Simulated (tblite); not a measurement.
Species: C7H14O2.
Cartesian coordinates in Å at the GFN2-xTB level; atoms count from 1:
```xyz
23
C7H14O2 angstrom
C      2.9990    0.7685    0.1694
C      1.7803    0.3565   -0.6446
C      0.9103   -0.6428    0.0737
O      1.1626   -1.0889    1.1635
C     -0.3688   -1.0186   -0.6739
C     -0.7208   -2.4836   -0.4321
C     -1.4875   -0.1077   -0.1504
O     -1.2240    1.2238   -0.5302
C     -2.1960    2.1274   -0.0713
H      3.5962    1.4940   -0.3772
H      2.6872    1.2098    1.1125
H      3.6152   -0.0995    0.3916
H      1.1455    1.2174   -0.8697
H      2.0838   -0.0813   -1.5992
H     -0.2463   -0.8184   -1.7412
H     -1.6815   -2.7291   -0.8785
H     -0.7650   -2.6773    0.6370
H      0.0407   -3.1277   -0.8649
H     -1.5483   -0.1885    0.9457
H     -2.4530   -0.4311   -0.5712
H     -2.2555    2.1258    1.0240
H     -3.1857    1.8849   -0.4781
H     -1.8932    3.1135   -0.4174
```

Method: GFN2-xTB as coded in tblite; computed harmonic values from a numerical Hessian at the method's own geometry, unscaled. The method is semi-empirical: single wavenumbers can be off by several per cent or more. One conformer, not necessarily the lowest.

Harmonic wavenumbers (cm⁻¹): 39.4, 57.5, 84.8, 96.7, 151.1, 176.3, 179.8, 208.5, 222.3, 242.9, 291.7, 326.9, 419.8, 467.6, 570.7, 633.4, 805.4, 815.9, 931.3, 957.3, 995.7, 1012.0, 1040.4, 1050.6, 1088.6, 1113.1, 1119.9, 1123.1, 1129.0, 1136.6, 1186.0, 1206.4, 1224.5, 1276.1, 1306.8, 1321.3, 1351.3, 1406.3, 1407.5, 1408.3, 1437.2, 1468.5, 1485.6, 1487.8, 1489.8, 1493.0, 1496.4, 1499.5, 1772.4, 2837.3, 2876.3, 2897.1, 2920.3, 2957.4, 2965.8, 2978.5, 3029.1, 3033.7, 3040.0, 3042.5, 3044.1, 3047.7, 3052.3.

A = 1820, B = 1182, C = 824.2 MHz; mass 130.099 u (most abundant isotopes); point group C1, symmetry number 1.

Question: What is the zero-point energy?

Answer: ½Σν̃ = 43468 cm⁻¹ = 519.99 kJ/mol.

Question: Give the ideal-gas entropy at 200 K and 1 bar in the rigid-rotor, harmonic-oscillator model (classical rotation).

Answer: Translation 161.27, rotation 118.80, vibration 107.31: S = 387.4 J/(mol K).

Question: And Cp and H(200 K) − H(0)?

Answer: Cp = 136.55 J/(mol K), of which vibrations give 103.29 (their classical limit is 63 R = 523.8); H(200 K) − H(0) = 18.06 kJ/mol without the zero-point energy, 11.41 from vibrations.

Question: Blend soft modes into free rotors: weight 1/[1 + (100 cm⁻¹/ν̃)⁴] for the oscillator and the rest for a rotor with moment μB/(μ + B), μ = h/(8π²ν), B = 10⁻⁴⁴ kg m². What vibrational entropy results?

Answer: 98.87 J/(mol K) in place of 107.31, which changes −T·S at 200 K by +1.69 kJ/mol.

Question: Which modes carry the vibrational entropy at 200 K?

Answer: 39.4 cm⁻¹: 18.82; 57.5 cm⁻¹: 15.71; 84.8 cm⁻¹: 12.55; 96.7 cm⁻¹: 11.50; 151.1 cm⁻¹: 8.02; 176.3 cm⁻¹: 6.87 J/(mol K); the other 57 give 33.83 together.

Question: How do the functions run with temperature in this model?

Answer: 
```csv
T (K),S (J/(mol K)),Cp (J/(mol K)),H − H(0) (kJ/mol),G − H(0) (kJ/mol),ln q(vib)
50,253.0,63.7,2.29,-10.36,0.79
100,307.6,95.8,6.32,-24.44,2.48
298.15,449.2,176.9,33.38,-100.54,9.27
373.15,492.6,211.4,47.93,-135.87,11.61
500,562.3,266.6,78.33,-202.81,15.44
750,687.2,349.4,156.03,-359.35,22.65
1000,795.8,405.2,250.80,-545.04,29.43
```

q(vib) and H(0) count from the zero-point level.

Question: What must be added to the electronic energy to get the Gibbs energy at 200 K and 1 bar?

Answer: ZPE + [H(200 K) − H(0)] − T·S = 519.99 + 18.06 − 77.48 = 460.57 kJ/mol.

Hindered rotation and anharmonicity are outside this model. Other conformers, if any are populated, would add a mixing term that is left out. The structure is chiral; the term R ln 2 for an equal mix with its mirror image is left out.
